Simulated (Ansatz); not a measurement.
Ansatz results at the PBE0-D4/def2-TZVP geometry: size of the dipole moment (PBE/def2-TZVPP) 1.71 D; size of the dipole moment (B3LYP/def2-TZVPP) 1.74 D; HOMO–LUMO gap (ωB97M-V/def2-TZVPP) 11.83 eV.

Each molecule was computed in one conformer, which needn't be the lowest.

**Question.** Which molecule gave them?
A. `CC[Si](N)(N)F`
B. `[GeH3][SiH2][GeH3]`
C. `C=C[SiH](Cl)C=C`
D. `CN(C)[SiH](N)F`

**Answer.** A. The others give `[GeH3][SiH2][GeH3]`: 0.12, 0.19, 11.51; `C=C[SiH](Cl)C=C`: 2.12, 2.20, 11.59; `CN(C)[SiH](N)F`: 2.03, 2.07, 11.44.

B3LYP here is the variant with VWN-RPA as its local correlation; programs differ in this.
